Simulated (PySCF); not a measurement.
C3H10OSi, SMILES CC[SiH](C)O, GFN2-xTB optimised geometry.

```
15

Si     0.27    -0.09     0.00
C     -0.42    -0.95     1.55
O      1.91    -0.09     0.00
C     -0.41    -0.95    -1.56
C     -1.93    -0.86    -1.69
H      0.01     1.35     0.00
H      0.05    -0.57     2.45
H     -1.49    -0.78     1.65
H     -0.27    -2.03     1.52
H      2.41    -0.89     0.02
H     -0.12    -2.00    -1.57
H      0.04    -0.49    -2.45
H     -2.25     0.18    -1.71
H     -2.28    -1.35    -2.60
H     -2.41    -1.35    -0.84
```

Density from PBE0/def2-TZVP in PySCF 2.14.0 at that geometry.

Minimum of the electron density along straight lines between bonded atoms, close to the bond critical point (lines longer than 1.1 times the sum of covalent radii, or with two minima, are not listed):

```csv
bond,length / Å,ρ at the minimum / e bohr⁻³,∇²ρ there / e bohr⁻⁵,position (fraction from the first atom)
Si1–C2,1.903,0.117,0.16,0.39
Si1–O3,1.634,0.140,0.88,0.41
Si1–C4,1.908,0.119,0.13,0.39
C4–C5,1.525,___,-0.58,0.50
Si1–H6,1.460,0.127,0.18,0.49
C2–H7,1.086,0.274,-0.92,0.64
C2–H8,1.085,0.274,-0.92,0.64
C2–H9,1.088,0.273,-0.90,0.64
O3–H10,0.953,___,___,0.81
C4–H11,1.093,0.272,-0.90,0.63
C4–H12,1.092,0.274,-0.91,0.64
C5–H13,1.087,0.280,-0.96,0.64
C5–H14,1.089,0.279,-0.95,0.64
C5–H15,1.087,0.280,-0.96,0.64
```

Task: Fill in the missing entries.

Result: 
- C4–C5, ρ at the minimum / e bohr⁻³: 0.241
- O3–H10, ρ at the minimum / e bohr⁻³: 0.363
- O3–H10, ∇²ρ there / e bohr⁻⁵: -2.51
